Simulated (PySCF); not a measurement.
**Electronic structure of I²⁺ (iodine, charge +2) at the UHF level**

Configuration: [Kr] 4d10 5s2 5p3, high-spin 4S determinant. All numbers are calculated (PySCF 2.14, scalar relativity by spin-free X2C-1e, in Sapporo-DKH3-DZP-2012 (7s6p4d1f, 52 functions)).

```json
{
 "Total energy": "-7111.192053 hartree",
 "One-electron energy": "-9712.4408 hartree",
 "Hartree (Coulomb) energy": "2781.1602 hartree",
 "Exchange energy": "-179.9115 hartree",
 "⟨S²⟩": "3.7514",
 "⟨L²⟩": "0.000",
 "Sum of ⟨r⟩": "32.15 bohr",
 "Sum of ⟨r²⟩": "42.12 bohr²",
 "Langevin diamagnetic susceptibility": "-33.4 ×10⁻⁶ cm³/mol"
}
```

| shell | electrons | mean orbital energy (eV) | rms radius, mean of both spins (bohr) |
| --- | --- | --- | --- |
| 1s α | 1 | -33347.5 | 0.0311 |
| 1s β | 1 | -33347.3 | 0.0311 |
| 2s α | 1 | -5269.2 | 0.127 |
| 2s β | 1 | -5269.1 | 0.127 |
| 2p α | 3 | -4728.7 | 0.113 |
| 2p β | 3 | -4728.5 | 0.113 |
| 3s α | 1 | -1122.7 | 0.334 |
| 3s β | 1 | -1122.4 | 0.334 |
| 3p α | 3 | -942.75 | 0.335 |
| 3p β | 3 | -942.38 | 0.335 |
| 3d α | 5 | -671.74 | 0.313 |
| 3d β | 5 | -671.59 | 0.313 |
| 4s α | 1 | -231.77 | 0.787 |
| 4s β | 1 | -231.06 | 0.787 |
| 4p α | 3 | -172.66 | 0.845 |
| 4p β | 3 | -171.84 | 0.845 |
| 4d α | 5 | -83.238 | 0.990 |
| 4d β | 5 | -82.651 | 0.990 |
| 5s α | 1 | -45.336 | 2.03 |
| 5s β | 1 | -37.409 | 2.03 |
| 5p α | 3 | -30.359 | 2.35 |

Densities and radii are taken from the X2C orbitals without a picture-change correction, which distorts them close to the nucleus.

Spin-orbit constants ζ (cm⁻¹) from the X2C one-electron operator on these orbitals: bare nucleus, nucleus screened by l(l+1)(2l+1)/3 electrons, and screened by the Breit-Pauli mean field of the electrons.

| shell | bare | screened nucleus | mean field |
| --- | --- | --- | --- |
| 2p | 1588000 | 1528000 | 1502000 |
| 3p | 304100 | 292600 | 286900 |
| 3d | 46150 | 37440 | 36030 |
| 4p | 56880 | 54740 | 53590 |
| 4d | 6481 | 5258 | 4975 |
| 5p | 6408 | 6166 | 6025 |
